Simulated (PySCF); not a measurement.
Species: Sn(vinyl)3I, C₆H₉ISn.
Bonds: Sn1–C2, Sn1–C7, Sn1–C12, Sn1–I17, C2–C3, C7–C8, C12–C13. Hydrogens: H4 on C2; H5, H6 on C3; H9 on C7; H10, H11 on C8; H14 on C12; H15, H16 on C13.

Method used: PySCF 2.14.0, PBE0-D3(BJ)/def2-SVP geometry optimisation, gas phase, def2 core potentials past Kr.

(1) Give the optimised bond lengths and angles.

## Answers

(1) 
```csv
bond,length (bohr)
"Sn1–C2, Sn1–C7, Sn1–C12",4.038
Sn1–I17,5.123
"C2–C3, C7–C8, C12–C13",2.522
"C2–H4, C7–H9, C12–H14",2.075
"C3–H5, C8–H10, C13–H15",2.072
C3–H6,2.072
C8–H11,2.072
C13–H16,2.073
```

Bonds in one row agree within 0.02 bohr and their mean is given. A selection of angles:
```csv
angle,degrees
C2–Sn1–C7,112.5
C2–Sn1–C12,111.8
C2–Sn1–I17,106.9
C7–Sn1–I17,106.2
Sn1–C2–C3,123.8
```

Dihedral angles: C7–Sn1–C2–C3 -122° (anticlinal); C2–Sn1–C7–C8 117° (anticlinal); C2–Sn1–C12–C13 -117° (anticlinal). The mirror-image conformer, all signs reversed, is as good.

All 3 C–C bonds measure 1.334 to 1.335 Å. Of the pairs four or more bonds apart, H10···I17 is among the closest relative to their van der Waals radii: 3.22 Å, 101 % of the sum of Bondi's values. All 3 C–Sn bonds measure 2.137 Å. Sn1 (tin bonded to 3 C and I) is tetrahedral (angles from 106.2° to 112.5°).

Whether it is a minimum is left open (no frequencies). The numbers are those of one conformer (C7–Sn1–C2–C3 -122°, C2–Sn1–C7–C8 117°, C2–Sn1–C12–C13 -117°, Sn1–C2–C3–H 1° and -179°, Sn1–C7–C8–H 0° and 180°).

The run took 8.4 min wall, 7.3 min CPU on an AMD EPYC with one thread, on a shared host, and the process peaked at 0.80 GiB of memory. That covers the optimisation of the geometry.
